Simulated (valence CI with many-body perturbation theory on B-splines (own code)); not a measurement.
## Energy levels of Cs14+

Computed by relativistic CI+MBPT: five valence electrons over a frozen Dirac-Fock core [Kr], radial functions for each j: 7 s, 7 p, 8 d, 6 f, 4 g, 1 h, with the one-electron correlation potential Σ1 (screened to all orders), the two-electron term Σ2, the three-electron term Σ3, Breit, model QED; selected single and double excitations, second order for the rest (own B-spline code, finite nucleus).

No measured spectrum was set against this ion. As an estimate, terms of the open shell hold to 2 to 4 % of their energy, and close levels can change places. Core correlation moves these levels by up to 12000 cm⁻¹, and in measured spectra 5 to 20 % of such shifts remained as error; rates that hang on mixing are uncertain with them. Among the levels kept, up to 310 cm⁻¹ of a level comes from second order outside the variational space, and about a tenth of that is noise between levels of different J, which matters for small intervals. Only levels of the ground parity were solved; by the run's estimate the other parity begins above the list, which can be wrong where configurations are misplaced.

Levels 1 to 37 of 37, with energies above the lowest level, 4d⁵ ⁶S_5/2. "Leading %" is the weight of the configuration and term that name the level; weights of strongly mixed levels are sums over their largest components and can fall short. Lifetimes count E1, E2, E3, M1 and M2 decay at the calculated energies, and are blank where another channel may lead or the interval is too uncertain; long ones can be off by a factor of two.

| No. | Configuration | Term | J | E (cm⁻¹) | Leading % | Lifetime | g |
| --- | --- | --- | --- | --- | --- | --- | --- |
| 1 | 4d⁵ | ⁶S | 5/2 | 0.0 | 85 |  | 1.937 |
| 2 | 4d⁵ | ⁴G | 5/2 | 34955 | 32 | 5.84 ms | 1.022 |
| 3 | 4d⁵ | ⁴G | 7/2 | 44714 | 66 | 33.6 ms | 1.080 |
| 4 | 4d⁵ | ⁴G | 11/2 | 46732 | 78 |  | 1.224 |
| 5 | 4d⁵ | ⁴D | 3/2 | 47021 | 48 | 3.12 ms | 1.360 |
| 6 | 4d⁵ | ⁴G | 5/2 | 48165 | 42 | 4.27 ms | 1.067 |
| 7 | 4d⁵ | ⁴G | 9/2 | 48863 | 84 | 409 ms | 1.169 |
| 8 | 4d⁵ | ⁴P | 1/2 | 53465 | 58 | 75.7 ms | 1.682 |
| 9 | 4d⁵ | ⁴D | 7/2 | 58998 | 67 | 11.7 ms | 1.306 |
| 10 | 4d⁵ | ⁴D | 5/2 | 63669 | 32 | 3.03 ms | 1.287 |
| 11 | 4d⁵ | ⁴D | 1/2 | 67802 | 64 | 6.56 ms | 0.922 |
| 12 | 4d⁵ | ²I | 11/2 | 67955 | 73 | 9.78 ms | 0.993 |
| 13 | 4d⁵ | ⁴P | 3/2 | 70554 | 42 | 3.03 ms | 1.362 |
| 14 | 4d⁵ | ²F | 7/2 | 71639 | 41 | 17.0 ms | 1.123 |
| 15 | 4d⁵ | ²I | 13/2 | 74318 | 99 | 60.2 ms | 1.076 |
| 16 | 4d⁵ | ²G | 9/2 | 74553 | 48 | 10.0 ms | 1.165 |
| 17 | 4d⁵ | ⁴F | 3/2 | 75701 | 53 | 2.51 ms | 0.681 |
| 18 | 4d⁵ | ²F | 5/2 | 78649 | 31 | 1.88 ms | 1.040 |
| 19 | 4d⁵ | ⁴F | 5/2 | 87297 | 30 | 1.67 ms | 1.110 |
| 20 | 4d⁵ | ²H | 9/2 | 87985 | 51 | 2.27 ms | 1.104 |
| 21 | 4d⁵ | ²G | 7/2 | 90169 | 59 | 8.36 ms | 1.006 |
| 22 | 4d⁵ | ²F | 5/2 | 94898 | 50 | 2.11 ms | 1.014 |
| 23 | 4d⁵ | ²D | 3/2 | 94912 | 57 | 3.80 ms | 0.709 |
| 24 | 4d⁵ | ²F | 7/2 | 97891 | 66 | 1.70 ms | 1.109 |
| 25 | 4d⁵ | ⁴F | 7/2 | 102260 | 43 | 2.93 ms | 1.162 |
| 26 | 4d⁵ | ²S | 1/2 | 103370 | 81 | 2.10 ms | 1.952 |
| 27 | 4d⁵ | ²H | 11/2 | 104410 | 72 | 1.50 ms | 1.067 |
| 28 | 4d⁵ | ²G | 9/2 | 105190 | 46 | 3.73 ms | 1.083 |
| 29 | 4d⁵ | ²D | 5/2 | 115860 | 51 | 1.16 ms | 1.073 |
| 30 | 4d⁵ | ²D | 3/2 | 116500 | 88 | 1.20 ms | 0.822 |
| 31 | 4d⁵ | ²D | 5/2 | 125800 | 67 | 1.25 ms | 1.132 |
| 32 | 4d⁵ | ²G | 9/2 | 128310 | 97 | 2.63 ms | 1.110 |
| 33 | 4d⁵ | ²G | 7/2 | 132920 | 86 | 1.92 ms | 0.921 |
| 34 | 4d⁵ | ²P | 3/2 | 146330 | 84 | 2.71 ms | 1.252 |
| 35 | 4d⁵ | ²P | 1/2 | 154470 | 90 | 1.47 ms | 0.776 |
| 36 | 4d⁵ | ²D | 5/2 | 168730 | 95 |  | 1.195 |
| 37 | 4d⁵ | ²D | 3/2 | 173460 | 83 |  | 0.870 |

Names give the largest LS component (configuration and term), which can be under half, so a name can repeat, a term be missing and a line seem to break the LS rules; names also repeat where a configuration has a term twice.

Where two levels of one J and parity lie close, their mixing, g and order are uncertain.

The ionisation energy to 4d⁴ ⁵D0 of the next ion comes out as 351.59 eV (NIST: 352 ± 3 eV (theoretical)). All 37 levels together are meant to be complete up to 180590 cm⁻¹.
